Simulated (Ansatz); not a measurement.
Calculated with Ansatz (gas phase, PBE0-D4/def2-TZVP geometries, no zero-point term in ΔE). CCSD(T)/CBS adds triple-zeta CCSD(T) − MP2 to the extrapolated MP2 energy (def2 sets, frozen cores). Functionals use def2-TZVPP. B3LYP here is the variant with VWN-RPA as its local correlation; programs differ in this. def2 core potentials past Kr. For Sn outer-core shells are correlated without core-valence functions, which leaves a few kJ/mol of doubt a bond. Each species was taken in one conformer, which may not be the lowest.

Consider the substitution at a C–N bond: `CNC[SiH2]Cl` + `C[NH][SnH2][OH]` → `C[NH][SnH2][O]C` + `NC[SiH2]Cl`.

Problem. Is it downhill or uphill in electronic energy at CCSD(T)/CBS, and by how much? (Estimate.)

Solution. Computed: Uphill: ΔE = +25.3 kJ/mol.

Problem. What do these levels give: PBE0-D4, B3LYP, HF/def2-TZVPP, SCS-MP2/def2-TZVPP, SCS-MP2/def2-QZVPP, MP2/CBS(def2)? (Best estimate.)

Solution. Ansatz gave: PBE0-D4 26.4, B3LYP 22.1, HF/def2-TZVPP 18.1, SCS-MP2/def2-TZVPP 26.3, SCS-MP2/def2-QZVPP 26.1, MP2/CBS(def2) 28.8 kJ/mol.

Largest T1 diagnostic among the species: 0.013.

In def2-TZVPP, CCSD(T) changes the Hartree–Fock value by +7.7 kJ/mol (the triples alone add +0.8 kJ/mol) and MP2 by +11.2 kJ/mol.
